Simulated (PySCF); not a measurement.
Isomers of CH14ClNSi5.

All values: PBE0/pcSseg-1 (PySCF) at GFN2-xTB geometries, gas phase, one conformer each.

**Question.** Rank by dipole moment, highest first.
A. `[SiH3:1][Si:2]([SiH3:3])([SiH3:4])[NH:5][CH2:6][SiH2:7][Cl:8]` with Si2–N5–C6–Si7 91°, N5–C6–Si7–Cl8 43°
B. `[SiH3:1][SiH2:2][CH2:3][SiH2:4][N:5]([SiH3:6])[SiH2:7][Cl:8]` with Si1–Si2–C3–Si4 -68°, Si2–C3–Si4–N5 172°, C3–Si4–N5–Si6 -138°, Si4–N5–Si7–Cl8 -90°
C. `[SiH3:1][N:2]([SiH3:3])[CH2:4][SiH2:5][Si@H:6]([SiH3:7])[Cl:8]` with Si1–N2–C4–Si5 -80°, N2–C4–Si5–Si6 -39°, C4–Si5–Si6–Si7 54°

**Answer.** C (1.66 D), A (1.48 D), B (0.90 D).

**Question.** Rank by HOMO–LUMO gap, lowest first.
A. `[SiH3:1][SiH2:2][CH2:3][SiH2:4][N:5]([SiH3:6])[SiH2:7][Cl:8]` with Si1–Si2–C3–Si4 -68°, Si2–C3–Si4–N5 172°, C3–Si4–N5–Si6 -138°, Si4–N5–Si7–Cl8 -90°
B. `[SiH3:1][Si:2]([SiH3:3])([SiH3:4])[NH:5][CH2:6][SiH2:7][Cl:8]` with Si2–N5–C6–Si7 91°, N5–C6–Si7–Cl8 43°
C. `[SiH3:1][C@@H:2]([SiH2:3][Cl:4])[SiH2:5][N:6]([SiH3:7])[SiH3:8]` with Si1–C2–Si3–Cl4 66°, Si1–C2–Si5–N6 177°, C2–Si5–N6–Si7 112°
D. `[SiH3:1][N:2]([SiH3:3])[CH2:4][SiH2:5][Si@H:6]([SiH3:7])[Cl:8]` with Si1–N2–C4–Si5 -80°, N2–C4–Si5–Si6 -39°, C4–Si5–Si6–Si7 54°
E. `[SiH3:1][SiH2:2][SiH2:3][CH2:4][N:5]([SiH3:6])[SiH2:7][Cl:8]` with Si1–Si2–Si3–C4 -54°, Si2–Si3–C4–N5 40°, Si3–C4–N5–Si6 76°, C4–N5–Si7–Cl8 53°

**Answer.** B (5.36 eV), D (5.91 eV), E (6.60 eV), C (7.13 eV), A (7.49 eV).

**Question.** Rank by the highest IAO charge on any atom, lowest value first.
A. `[SiH3:1][SiH2:2][SiH2:3][CH2:4][N:5]([SiH3:6])[SiH2:7][Cl:8]` with Si1–Si2–Si3–C4 -54°, Si2–Si3–C4–N5 40°, Si3–C4–N5–Si6 76°, C4–N5–Si7–Cl8 53°
B. `[SiH3:1][C@@H:2]([SiH2:3][Cl:4])[SiH2:5][N:6]([SiH3:7])[SiH3:8]` with Si1–C2–Si3–Cl4 66°, Si1–C2–Si5–N6 177°, C2–Si5–N6–Si7 112°
C. `[SiH3:1][Si:2]([SiH3:3])([SiH3:4])[NH:5][CH2:6][SiH2:7][Cl:8]` with Si2–N5–C6–Si7 91°, N5–C6–Si7–Cl8 43°
D. `[SiH3:1][N:2]([SiH3:3])[CH2:4][SiH2:5][Si@H:6]([SiH3:7])[Cl:8]` with Si1–N2–C4–Si5 -80°, N2–C4–Si5–Si6 -39°, C4–Si5–Si6–Si7 54°
E. `[SiH3:1][SiH2:2][CH2:3][Si@@H:4]([Cl:5])[N:6]([SiH3:7])[SiH3:8]` with Si1–Si2–C3–Si4 -177°, Si2–C3–Si4–Cl5 65°, C3–Si4–N6–Si7 -159°

**Answer.** D (+0.731 e), C (+0.779 e), B (+0.868 e), A (+0.903 e), E (+1.043 e).

All values together:

```
                                     SMILES  μ (D)  HOMO (eV)  LUMO (eV)  lowest IAO charge (e)  highest IAO charge (e)  lowest Hirshfeld charge (e)  highest Hirshfeld charge (e)
     [SiH3]C([SiH3])[SiH2]N([SiH3])[SiH2]Cl   1.01      -7.74      -0.29             -1.036 (N)             +0.899 (Si)                   -0.346 (N)                   +0.366 (Si)
     [SiH3]N([SiH3])C[SiH2][Si@H]([SiH3])Cl   1.66      -6.86      -0.94             -0.778 (N)             +0.731 (Si)                   -0.261 (N)                   +0.340 (Si)
[SiH3][C@@H]([SiH2]Cl)[SiH2]N([SiH3])[SiH3]   1.71      -7.54      -0.41             -1.034 (N)             +0.868 (Si)                   -0.345 (N)                   +0.351 (Si)
       [SiH3][SiH2][SiH2]CN([SiH3])[SiH2]Cl   1.67      -7.06      -0.46             -0.780 (N)             +0.903 (Si)                   -0.262 (N)                   +0.365 (Si)
       [SiH3][SiH2]C[SiH2]N([SiH3])[SiH2]Cl   0.90      -7.72      -0.23             -1.036 (N)             +0.902 (Si)                   -0.349 (N)                   +0.365 (Si)
    [SiH3][SiH2]C[Si@@H](Cl)N([SiH3])[SiH3]   1.58      -7.64      -0.17             -1.040 (N)             +1.043 (Si)                   -0.351 (N)                   +0.384 (Si)
       [SiH3][Si]([SiH3])([SiH3])NC[SiH2]Cl   1.48      -6.51      -1.15             -0.650 (N)             +0.779 (Si)                   -0.245 (N)                   +0.343 (Si)
```

Conformers: `[SiH3:1][CH:2]([SiH3:3])[SiH2:4][N:5]([SiH3:6])[SiH2:7][Cl:8]` with Si1–C2–Si4–N5 -60°, C2–Si4–N5–Si6 104°, Si4–N5–Si7–Cl8 95°; `[SiH3:1][N:2]([SiH3:3])[CH2:4][SiH2:5][Si@H:6]([SiH3:7])[Cl:8]` with Si1–N2–C4–Si5 -80°, N2–C4–Si5–Si6 -39°, C4–Si5–Si6–Si7 54°; `[SiH3:1][C@@H:2]([SiH2:3][Cl:4])[SiH2:5][N:6]([SiH3:7])[SiH3:8]` with Si1–C2–Si3–Cl4 66°, Si1–C2–Si5–N6 177°, C2–Si5–N6–Si7 112°; `[SiH3:1][SiH2:2][SiH2:3][CH2:4][N:5]([SiH3:6])[SiH2:7][Cl:8]` with Si1–Si2–Si3–C4 -54°, Si2–Si3–C4–N5 40°, Si3–C4–N5–Si6 76°, C4–N5–Si7–Cl8 53°; `[SiH3:1][SiH2:2][CH2:3][SiH2:4][N:5]([SiH3:6])[SiH2:7][Cl:8]` with Si1–Si2–C3–Si4 -68°, Si2–C3–Si4–N5 172°, C3–Si4–N5–Si6 -138°, Si4–N5–Si7–Cl8 -90°; `[SiH3:1][SiH2:2][CH2:3][Si@@H:4]([Cl:5])[N:6]([SiH3:7])[SiH3:8]` with Si1–Si2–C3–Si4 -177°, Si2–C3–Si4–Cl5 65°, C3–Si4–N6–Si7 -159°; `[SiH3:1][Si:2]([SiH3:3])([SiH3:4])[NH:5][CH2:6][SiH2:7][Cl:8]` with Si2–N5–C6–Si7 91°, N5–C6–Si7–Cl8 43°.
